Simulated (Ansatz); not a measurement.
```yaml
crystal:
  periodic: [false, false, false]
  atoms:
    - {symbol: O, position_ang: [1.126403, -2.602679, -1.553576]}
    - {symbol: Zr, position_ang: [1.062920, -1.828406, 0.204348]}
    - {symbol: O, position_ang: [0.030171, -2.899417, 1.421983]}
    - {symbol: O, position_ang: [2.800354, -1.349582, 0.884103]}
    - {symbol: C, position_ang: [-0.040822, 0.104592, -0.001929]}
    - {symbol: C, position_ang: [0.565007, 1.341823, 0.247572]}
    - {symbol: C, position_ang: [-0.131365, 2.535262, 0.109653]}
    - {symbol: C, position_ang: [-1.461082, 2.519171, -0.283923]}
    - {symbol: C, position_ang: [-2.089401, 1.308092, -0.537422]}
    - {symbol: C, position_ang: [-1.384026, 0.121605, -0.396320]}
    - {symbol: H, position_ang: [1.166179, -3.148119, -2.332418]}
    - {symbol: H, position_ang: [-0.291824, -3.500885, 2.085625]}
    - {symbol: H, position_ang: [3.722026, -1.390544, 1.120104]}
    - {symbol: H, position_ang: [1.605452, 1.381020, 0.558914]}
    - {symbol: H, position_ang: [0.363205, 3.480018, 0.309934]}
    - {symbol: H, position_ang: [-2.008297, 3.449240, -0.392348]}
    - {symbol: H, position_ang: [-3.129898, 1.290504, -0.844384]}
    - {symbol: H, position_ang: [-1.904991, -0.811688, -0.599928]}
basis:
  gaussian: {orbitals: cc-pVTZ-DK}
magnetization: {spin_polarized: true, initial_magnetization: 2}
hamiltonian: {xc: {name: CCSD(T)}, dispersion: d4}
```

```sh
$ ansatz run in.yaml --threads 4 --pin off --events-out ev --progress --plain --max-ram 46080MiB --backend cuda --devices 0, --max-vram 37GiB
```

Shortened log:

```
Error: YAML parse error: error: line 25 column 19: hamiltonian.xc: no functional is named "CCSD(T)"; the names, which are not case-sensitive, are SVWN5, SPW92, PBE, PBE0, PBEsol, revPBE, revPBE0, RPBE, rPW86-PBE, HSE06, wPBEh, LC-wPBE, HISS, HF, BLYP, B3LYP, B3LYP5, BHLYP, CAM-B3LYP, r2SCAN, r2SCANh, r2SCAN0, r2SCAN50, m-r2SCAN, B97, wB97, wB97X, wB97X-V, B97M-V, wB97M-V, B2PLYP, B2GP-PLYP, PBE0-DH, PBE-QIDH
23 |   gaussian: {orbitals: cc-pVTZ-DK}
24 | magnetization: {spin_polarized: true, initial_magnetization: 2}
25 | hamiltonian: {xc: {name: CCSD(T)}, dispersion: d4}
```

In this input the method's name isn't one that the program takes here. The input was rejected before any iteration.
